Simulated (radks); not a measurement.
Numerical settings for neutral samarium, [Xe] 4f6 6s2. Method: Dirac Kohn-Sham, LDA (Slater exchange, Perdew-Wang correlation), spin-unpolarised, spherical densities, finite nucleus; open shells are shared between the two j in proportion to 2j + 1; Fermi nuclear charge, rms radius 5.0819 fm; computed with a radial shooting solver on a logarithmic mesh with Libxc functionals. The defaults (mesh step 0.008 in ln r, mesh end at 40 bohr or more with all orbitals vanishing there, Anderson mixing 0.5 over 9 steps, residual threshold near 1e-9 with the energy settled to 1e-9 hartree or 1e-11 of itself, here a cap of 60 iterations) give E = -10426.5948 hartree and 4f7/2 at -2.430 eV in 14 iterations. Run on one thread of a shared host, so times are rough (Arm Neoverse N1): 0.19 s of CPU time, 0.19 s wall, 14 iterations on 2440 mesh points. Changes against that run (0 stands for a change within the tolerance of the run):

setting                     iterations         converged  E (mhartree)  e(4f7/2) (meV)  CPU (s)
mesh step in ln r 0.003             14               yes             0               0     0.49
mesh step in ln r 0.02              14               yes     +0.000454               0     0.09
mesh step in ln r 0.12               4                no      diverged               -     0.01
mesh end (bohr) 3                   13  level above zero     +3.98e+03       +2.19e+04     0.13
mesh end (bohr) 1                   13  level above zero     +3.74e+05       +4.17e+05     0.12
residual threshold 1e-05            11               yes             0          +0.138     0.17
residual threshold 0.001             9               yes             0           -1.14     0.15
mixing 0.05                         19               yes             0               0     0.25
linear mixing, mixing 0.8           60                no     +1.87e+04       -1.62e+05      1.7
linear mixing, mixing 0.05          60                no        +0.146            -125     0.64
mixing history 2                    26               yes             0               0     0.29
iteration cap 2                      2                no          +117       -5.67e+03     0.04

Settled on a wrong energy, with an occupied level pushed above zero by the early mesh end: mesh end (bohr) 3 (+3.98 hartree); mesh end (bohr) 1 (+374 hartree). Apart from these: no run marked as converged misses the energy by more than 1 mhartree. A mesh that ends early acts as a hard wall.
